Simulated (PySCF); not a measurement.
Species: C7H6N (doublet state).
Atom-mapped SMILES: `[H]/[N:8]=[CH:7]/[C:5]([C:4]#[C:3][C:2]#[CH:1])[CH3:6]` (hydrogens: H9 on C1; H10, H11, H12 on C6; H13 on C7; H14 on N8)

Geometry (GFN2-xTB, Å), atoms numbered from 1 in this order:
```xyz
14
C7H6N angstrom
C      4.3676   -0.5518    0.0939
C      3.1643   -0.4220    0.0649
C      1.8297   -0.2738    0.0342
C      0.6097   -0.1433    0.0074
C     -0.7447    0.0235   -0.0216
C     -1.6561   -1.1522   -0.1013
C     -1.2921    1.3394    0.0245
N     -2.5589    1.5086   -0.0064
H      5.4091   -0.6653    0.1193
H     -2.2816   -1.0654   -0.9895
H     -2.3305   -1.1457    0.7548
H     -1.1017   -2.0869   -0.1287
H     -0.5577    2.1551    0.0859
H     -2.8578    2.4793    0.0306
```

The hyperfine couplings belong to this conformer and change with its torsions.

The calculation used PySCF 2.14.0, UKS B3LYP, pcH-1 on C H N, non-relativistic, mean-field spin-orbit, GIAO. The structure is a single GFN2-xTB conformer in the gas phase; no vibrational or solvent corrections. GFN2-xTB frequencies show an imaginary mode (63i cm⁻¹), so this geometry is no minimum at that level. A GFN2-xTB geometry isn't a minimum of the functional, and hyperfine couplings can be far from their values at a DFT geometry. Stability of the SCF solution: not tested. ⟨S²⟩ is 0.785 where a pure state has 0.75.

The Mulliken spin populations are largest on C5 (+0.54), C3 (+0.40), N8 (+0.30) and C1 (+0.30). Four atoms exceed +0.15. The angles at C5 add up to 360.0°, so it is planar.

Task: Find Q in a(H) = Q·ρ(C) for the protons on the planar carbons that carry spin.

Result: 
```
  H   C    ρ(C)  a(H) (G)  a/ρ (G)
H13  C7  -0.144     +1.80    -12.5
```

One proton gives one ratio, Q = -12.5 G, and no test of linearity. Where ρ is negative the coupling is positive.

Task: How do the β-proton couplings of this frozen conformer go with θ, the angle between the C–H bond and the normal to the plane of the spin centre's three neighbours, both seen down the bond from centre to carbon?

Result: 
```tsv
β H	on	centre	θ (°)	cos²θ	a (G)
H10	C6	C5	32	0.72	+20.72
H11	C6	C5	32	0.72	+20.64
H12	C6	C5	90	0.00	+0.40
```

Fitting the Heller–McConnell form a = ρ(B0 + B2 cos²θ), with Mulliken ρ = 0.54, gives B0 = 0.7 G and B2 = 51.8 G; with only two distinct angles the two parameters are fixed exactly. By this fit the coupling would be 28.5 G at θ = 0° and 0.4 G at 90°.

Task: What would the freely rotating methyl group on C6 show?

Result: Three equal couplings, a 1:3:3:1 quartet. The mean of the three values of this geometry estimates the splitting: 13.9 G, or 39.0 MHz (three bonds 120° apart have a mean cos²θ of 1/2 at any torsion).

Couplings in gauss use g_iso = 2.0032.

Hardware: Arm Neoverse V1, one thread, on a shared host. Cost: 63 s of wall time (grids of density and orbitals included), 0.90 GiB resident at most.
